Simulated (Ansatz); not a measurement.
System: BeF2, charge 0, singlet. BeF2 (SMILES [Be]([F])[F]).
B3LYP-D3(BJ)/def2-TZVP minimum from Ansatz (a first-principles code):
```
Be
F 1 1.3812
F 1 1.3812 2 180.00
```

Wanted: atomisation energy (electronic, to ground-state atoms), in kcal/mol. Radicals and triplets start from unrestricted determinants; spin-orbit coupling is neglected. Correlated methods leave the cores frozen. No relativity. CBS(X,Y): correlation extrapolated as X^-3, Hartree-Fock from the larger set. A bracket is a step between two methods taken in the basis named. Double hybrids freeze cores in their MP2 part. For partners of very few electrons the exact lower level stands in for a higher one. The restricted determinant of Be ([Be], singlet) is unstable towards broken spin symmetry in at least one set run.

CCSD(T)/CBS(def2-TZVPP,def2-QZVPP) + [CCSDT(Q) - CCSD(T)]/def2-TZVPP + [CCSDTQ - CCSDT(Q)]/def2-SVP (Ansatz) gives 305.9 kcal/mol.

### Question
What does PBE/def2-TZVPD (Ansatz) give here, and how do the other levels compare?

### Answer
PBE gives 310.3 kcal/mol, 4.4 kcal/mol above it. Differences of the others: r2SCAN/def2-TZVPD (Ansatz) 0.0; B2PLYP/def2-TZVPD (Ansatz) -2.5; CCSD(T)/CBS(def2-TZVPP,def2-QZVPP) (Ansatz) 0.0 kcal/mol.
